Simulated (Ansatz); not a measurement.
`[OH][Ga]([Br])[O][SiH3]` + H₂ → `[OH][GaH][Br]` + silanol  (hydrogenolysis of a Ga–O bond)

Gas-phase electronic energies from Ansatz, PBE0-D4/def2-TZVP geometries. CCSD(T)/CBS is the MP2 limit (def2-TZVPP, def2-QZVPP) plus CCSD(T) − MP2 in def2-TZVPP, frozen cores. This one scheme is used for every species. Functionals use def2-TZVPP. For Br, Ga outer-core shells are correlated without core-valence functions, which leaves a few kJ/mol of doubt a bond. Scalar relativity is left out up to krypton. One conformer a species, not always the lowest.

**Question.** Is it downhill or uphill in electronic energy at CCSD(T)/CBS, and by how much? (Best estimate.)

**Answer.** Computed: Uphill: ΔE = +44.7 kJ/mol.

**Question.** What do these levels give: B97M-V, r2SCANh-D4, PBE-QIDH, BLYP, PBE0, LC-ωPBE, HF/def2-SVP, CCSD(T)/def2-SVP, CCSD(T)/def2-TZVPP, HF/def2-QZVPP, MP2/def2-QZVPP, HF/CBS(def2)? (Estimate.)

**Answer.** The calculation gave: B97M-V 32.5, r2SCANh-D4 41.1, PBE-QIDH 40.5, BLYP 28.3, PBE0 27.2, LC-ωPBE 31.4, HF/def2-SVP 37.4, CCSD(T)/def2-SVP 54.7, CCSD(T)/def2-TZVPP 48.3, HF/def2-QZVPP 34.8, MP2/def2-QZVPP 52.8, HF/CBS(def2) 34.9 kJ/mol.

Largest T1 diagnostic among the species: 0.012.

From BLYP to BHLYP (50 % exact exchange), in def2-TZVPP and without D4, ΔE moves by +3.8 kJ/mol. In def2-TZVPP, CCSD(T) changes the Hartree–Fock value by +14.2 kJ/mol (the triples alone add +3.7 kJ/mol) and MP2 by +20.5 kJ/mol. Leaving LDA and LC-ωPBE aside and taking each functional with its dispersion term where it has one, the values, not all of them listed here, spread over 11.8 kJ/mol, from B97M-V to BHLYP-D4.
